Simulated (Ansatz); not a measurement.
Reaction (cleavage of the Si–Si bond): `BO[SiH](N)[SiH3]` + `C[N](C)[Y]([OH])[OH]` → `C[N](C)[Y]([OH])[O][SiH3]` + `BO[SiH2]N`

Program: Ansatz. Geometries: PBE0-D4/def2-TZVP. ΔE: electronic, gas phase. CCSD(T)/CBS adds triple-zeta CCSD(T) − MP2 to the extrapolated MP2 energy (def2 sets, frozen cores). DFT in def2-TZVPP. Elements past krypton have def2 core potentials. For Y outer-core shells are correlated without core-valence functions, which leaves a few kJ/mol of doubt a bond. One conformer a species, not always the lowest.

`BO[SiH](N)[SiH3]`:

Cartesian coordinates in Å:
```
B -0.812 -2.089 -0.427
O 0.357 -1.588 0.004
Si 0.898 -0.012 0.155
N 1.043 0.506 1.771
Si -0.554 1.458 -0.956
H -0.966 -3.278 -0.415
H -1.683 -1.350 -0.815
H 2.267 -0.038 -0.414
H 1.806 0.208 2.356
H 0.242 0.781 2.315
H -1.821 1.621 -0.191
H 0.104 2.790 -1.053
H -0.881 0.990 -2.329
```

`C[N](C)[Y]([OH])[OH]`:

Cartesian coordinates in Å:
```
C 0.955 -1.312 -0.776
N 0.284 -0.428 0.144
C 0.482 -0.854 1.507
Y -0.859 1.298 -0.437
O -0.967 1.654 -2.437
O -1.694 2.359 1.084
H 0.587 -2.349 -0.701
H 2.043 -1.351 -0.599
H 0.805 -0.988 -1.812
H -0.028 -0.183 2.206
H 1.548 -0.873 1.787
H 0.093 -1.871 1.686
H -1.108 1.946 -3.332
H -2.141 2.950 1.681
```

`C[N](C)[Y]([OH])[O][SiH3]`:

```xyz
17

C    -0.011    0.835   -1.835
N     0.094    1.297   -0.472
C     0.227    2.731   -0.417
Y     0.053   -0.037    1.200
O     0.219    0.818    3.028
O    -0.148   -2.057    0.774
Si   -0.307   -3.642    0.484
H    -0.111   -0.256   -1.876
H    -0.886    1.261   -2.352
H     0.873    1.103   -2.435
H     1.122    3.086   -0.953
H    -0.637    3.245   -0.870
H     0.307    3.077    0.619
H     0.285    1.057    3.948
H    -0.100   -4.449    1.723
H    -1.667   -3.961   -0.039
H     0.687   -4.108   -0.527
```

`BO[SiH2]N`:

Cartesian coordinates in Å:
```
B 0.862 -1.612 0.931
O 0.908 -0.495 0.185
Si -0.230 0.254 -0.773
N -0.724 1.777 -0.207
H -0.148 -2.268 0.978
H 1.845 -1.930 1.542
H -1.419 -0.630 -0.827
H 0.429 0.441 -2.083
H -0.136 2.589 -0.291
H -1.386 1.873 0.545
```

```tsv
level	ΔE (kcal/mol)
PBE-D4	-22.2
SCS-MP2/def2-QZVPP	-32.4
```

**Question.** What does CCSD(T)/CBS give? (Estimate.)

**Answer.** The calculation gave: -29.0 kcal/mol. The listed levels differ from it by 6.8, -3.4 kcal/mol.

Largest T1 diagnostic among the species: 0.014.

From PBE to PBE0 (25 % exact exchange), in def2-TZVPP and without D4, ΔE moves by −2.3 kcal/mol. In def2-TZVPP, CCSD(T) changes the Hartree–Fock value by +7.4 kcal/mol (the triples alone add +1.0 kcal/mol) and MP2 by +5.8 kcal/mol.
